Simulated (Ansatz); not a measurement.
`CN(C)c1cc2sc(-c3cc4sc(-c5cc6sc(C#N)cc6s5)cc4s3)cc2s1`. The state is a singlet with charge 0. Geometry PBE-D4/def2-SVP.

```tsv
atom	x (Å)	y (Å)	z (Å)
C1	-4.965	0.217	7.234
N2	-5.013	1.100	6.086
C3	-5.639	2.400	6.223
C4	-4.128	0.924	5.051
C5	-3.833	1.807	4.007
C6	-2.905	1.229	3.101
S7	-2.146	1.762	1.629
C8	-1.237	0.246	1.489
C9	-0.345	0.048	0.380
C10	0.010	0.953	-0.625
C11	0.918	0.383	-1.548
S12	1.729	0.946	-2.980
C13	2.537	-0.615	-3.191
C14	3.431	-0.813	-4.301
C15	3.799	0.101	-5.292
C16	4.705	-0.469	-6.219
S17	5.524	0.108	-7.638
C18	6.305	-1.464	-7.860
C19	7.185	-1.665	-8.947
N20	7.917	-1.824	-9.856
C21	5.943	-2.386	-6.874
C22	5.038	-1.817	-5.951
S23	4.212	-2.386	-4.526
C24	2.182	-1.521	-2.187
C25	1.271	-0.956	-1.267
S26	0.453	-1.519	0.165
C27	-1.529	-0.624	2.544
C28	-2.466	-0.064	3.442
S29	-3.218	-0.598	4.928
H30	-4.925	-0.842	6.901
H31	-4.085	0.402	7.897
H32	-5.889	0.342	7.833
H33	-6.423	2.348	7.002
H34	-4.914	3.202	6.504
H35	-6.123	2.697	5.270
H36	-4.263	2.810	3.913
H37	-0.375	1.980	-0.667
H38	3.422	1.131	-5.326
H39	6.330	-3.412	-6.851
H40	2.576	-2.545	-2.139
H41	-1.067	-1.615	2.646
```

Single mean-field runs in def2-SVP, def2-TZVP are fitted with def2-universal-jkfit.

**Question.** Estimate the orbital energies around the gap (eV) in Ansatz with PBE-D4/def2-SVP, PBE-D4/def2-TZVP, r2SCAN-D4/def2-TZVP, PBE0-D4/def2-SVP, PBE0-D4/def2-TZVP.

**Answer.** 
```json
{"orbital": "HOMO−9", "PBE-D4/def2-SVP": "-7.35", "PBE-D4/def2-TZVP": "-7.41", "r2SCAN-D4/def2-TZVP": "-7.70", "PBE0-D4/def2-SVP": "-8.68", "PBE0-D4/def2-TZVP": "-8.66"}
{"orbital": "HOMO−8", "PBE-D4/def2-SVP": "-7.25", "PBE-D4/def2-TZVP": "-7.32", "r2SCAN-D4/def2-TZVP": "-7.62", "PBE0-D4/def2-SVP": "-8.56", "PBE0-D4/def2-TZVP": "-8.56"}
{"orbital": "HOMO−7", "PBE-D4/def2-SVP": "-7.15", "PBE-D4/def2-TZVP": "-7.22", "r2SCAN-D4/def2-TZVP": "-7.51", "PBE0-D4/def2-SVP": "-8.43", "PBE0-D4/def2-TZVP": "-8.43"}
{"orbital": "HOMO−6", "PBE-D4/def2-SVP": "-6.83", "PBE-D4/def2-TZVP": "-6.90", "r2SCAN-D4/def2-TZVP": "-7.15", "PBE0-D4/def2-SVP": "-8.07", "PBE0-D4/def2-TZVP": "-8.07"}
{"orbital": "HOMO−5", "PBE-D4/def2-SVP": "-6.10", "PBE-D4/def2-TZVP": "-6.16", "r2SCAN-D4/def2-TZVP": "-6.38", "PBE0-D4/def2-SVP": "-7.22", "PBE0-D4/def2-TZVP": "-7.22"}
{"orbital": "HOMO−4", "PBE-D4/def2-SVP": "-5.95", "PBE-D4/def2-TZVP": "-6.02", "r2SCAN-D4/def2-TZVP": "-6.25", "PBE0-D4/def2-SVP": "-7.09", "PBE0-D4/def2-TZVP": "-7.10"}
{"orbital": "HOMO−3", "PBE-D4/def2-SVP": "-5.79", "PBE-D4/def2-TZVP": "-5.87", "r2SCAN-D4/def2-TZVP": "-6.10", "PBE0-D4/def2-SVP": "-6.90", "PBE0-D4/def2-TZVP": "-6.91"}
{"orbital": "HOMO−2", "PBE-D4/def2-SVP": "-5.65", "PBE-D4/def2-TZVP": "-5.72", "r2SCAN-D4/def2-TZVP": "-5.95", "PBE0-D4/def2-SVP": "-6.75", "PBE0-D4/def2-TZVP": "-6.75"}
{"orbital": "HOMO−1", "PBE-D4/def2-SVP": "-5.18", "PBE-D4/def2-TZVP": "-5.25", "r2SCAN-D4/def2-TZVP": "-5.41", "PBE0-D4/def2-SVP": "-6.13", "PBE0-D4/def2-TZVP": "-6.13"}
{"orbital": "HOMO", "PBE-D4/def2-SVP": "-4.35", "PBE-D4/def2-TZVP": "-4.42", "r2SCAN-D4/def2-TZVP": "-4.53", "PBE0-D4/def2-SVP": "-5.13", "PBE0-D4/def2-TZVP": "-5.13"}
{"orbital": "LUMO", "PBE-D4/def2-SVP": "-2.88", "PBE-D4/def2-TZVP": "-2.97", "r2SCAN-D4/def2-TZVP": "-2.96", "PBE0-D4/def2-SVP": "-2.45", "PBE0-D4/def2-TZVP": "-2.48"}
{"orbital": "LUMO+1", "PBE-D4/def2-SVP": "-2.08", "PBE-D4/def2-TZVP": "-2.21", "r2SCAN-D4/def2-TZVP": "-2.14", "PBE0-D4/def2-SVP": "-1.49", "PBE0-D4/def2-TZVP": "-1.55"}
{"orbital": "LUMO+2", "PBE-D4/def2-SVP": "-1.38", "PBE-D4/def2-TZVP": "-1.57", "r2SCAN-D4/def2-TZVP": "-1.46", "PBE0-D4/def2-SVP": "-0.63", "PBE0-D4/def2-TZVP": "-0.78"}
{"orbital": "LUMO+3", "PBE-D4/def2-SVP": "-1.01", "PBE-D4/def2-TZVP": "-1.28", "r2SCAN-D4/def2-TZVP": "-1.09", "PBE0-D4/def2-SVP": "-0.06", "PBE0-D4/def2-TZVP": "-0.30"}
{"orbital": "LUMO+4", "PBE-D4/def2-SVP": "-0.73", "PBE-D4/def2-TZVP": "-1.07", "r2SCAN-D4/def2-TZVP": "-0.86", "PBE0-D4/def2-SVP": "0.20", "PBE0-D4/def2-TZVP": "-0.05"}
{"orbital": "LUMO+5", "PBE-D4/def2-SVP": "-0.67", "PBE-D4/def2-TZVP": "-1.03", "r2SCAN-D4/def2-TZVP": "-0.83", "PBE0-D4/def2-SVP": "0.26", "PBE0-D4/def2-TZVP": "-0.03"}
```
